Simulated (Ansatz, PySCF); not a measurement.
C₃H₇FSi, SMILES FC1C[SiH2]C1.

The structure is a stationary point at ωB97X-D3(BJ)/def2-SVP. This is a generated structure with no PubChem entry under its InChIKey; it may be hypothetical.

Vertical ionisation energy (IE) and electron affinity (EA) in eV. Rows of orbital energies are one-electron estimates. Where ΔSCF, EOM or ADC give a negative EA the extra electron is unbound and the value depends on the basis.

```
level                                                                        IE     EA
------------------------------------------------------------------------  -----  -----
−ε(HOMO), −ε(LUMO), r2SCAN/def2-TZVP (PySCF)                                ___    ___
−ε(HOMO), −ε(LUMO), PBE/def2-TZVP (PySCF)                                  7.06   0.57
ΔSCF, CAM-B3LYP/def2-SVPD (Ansatz), final states of multiplicity 2 and 2  10.76  -1.74
ΔSCF, PBE/def2-SVPD (Ansatz), final states of multiplicity 2 and 2        10.14  -1.49
```

Q: Fill in the missing entries. (Estimate from the structure and the level; the computed values follow.)

A: 
- −ε(HOMO), −ε(LUMO), r2SCAN/def2-TZVP (PySCF), IE: 7.35
- −ε(HOMO), −ε(LUMO), r2SCAN/def2-TZVP (PySCF), EA: 0.18

Q: What vertical singlet–triplet gap does ΔSCF give with CAM-B3LYP/def2-SVPD (Ansatz, a program for electronic structure) and with PBE/def2-SVPD (Ansatz)? (The exact figures need the calculation; the answer reports its results.)

A: 7.09 and 6.53 eV (triplet above singlet where positive).
